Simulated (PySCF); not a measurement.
A side-by-side comparison of computed properties.

First species: ZnF2 (singlet state).
SMILES: `[F][Zn][F]`

Second species: GeH2Me(OAc), C3H8GeO2.
InChI=1S/C3H8GeO2/c1-3(5)6-4-2/h4H2,1-2H3

Levels: B3LYP/def2-SVPD for HOMO energy, LUMO energy, HOMO–LUMO gap and static isotropic polarisability; TDDFT B3LYP/def2-SVPD for lowest singlet excitation; TDA B3LYP/def2-SVPD for lowest triplet excitation (Tamm–Dancoff). Geometries: PBE0-D3(BJ)/def2-SVP. Each structure is a single optimised conformer of the isolated species, non-relativistic unless stated. Electronic properties by PySCF.

Values for the first species:

| Property | Result |
| --- | --- |
| HOMO energy | -10.34 eV |
| LUMO energy | -2.39 eV |
| HOMO–LUMO gap | 7.95 eV |
| Lowest singlet excitation | 6.47 eV |
| Lowest triplet excitation (Tamm–Dancoff) | 6.14 eV |
| Static isotropic polarisability | 20.2 au |

(1) Estimate the same properties for the second species, and the change in each.

## Answers

(1) 
| property | first | second | second less first |
| --- | --- | --- | --- |
| HOMO energy | -10.34 eV | -7.66 eV | +2.68 eV |
| LUMO energy | -2.39 eV | 0.01 eV | +2.40 eV |
| HOMO–LUMO gap | 7.95 eV | 7.67 eV | -0.28 eV |
| lowest singlet excitation | 6.47 eV | 5.83 eV | -0.64 eV |
| lowest triplet excitation (Tamm–Dancoff) | 6.14 eV | 5.34 eV | -0.80 eV |
| static isotropic polarisability | 20.2 au | 74.6 au | +54.4 au |

On the first: The vertical singlet–triplet gap S1 − T1 is 0.33 eV (TDDFT singlet less Tamm–Dancoff triplet). The polarisability is 3.00 Å³ as a volume (1 au = 0.148185 Å³), or 0.42 au for each of the 48 electrons.

On the second: The vertical singlet–triplet gap S1 − T1 is 0.49 eV (TDDFT singlet less Tamm–Dancoff triplet). S1 lies 1.84 eV below the HOMO–LUMO gap. The calculation is non-relativistic and has no spin–orbit coupling, an omission that weighs most on germanium.
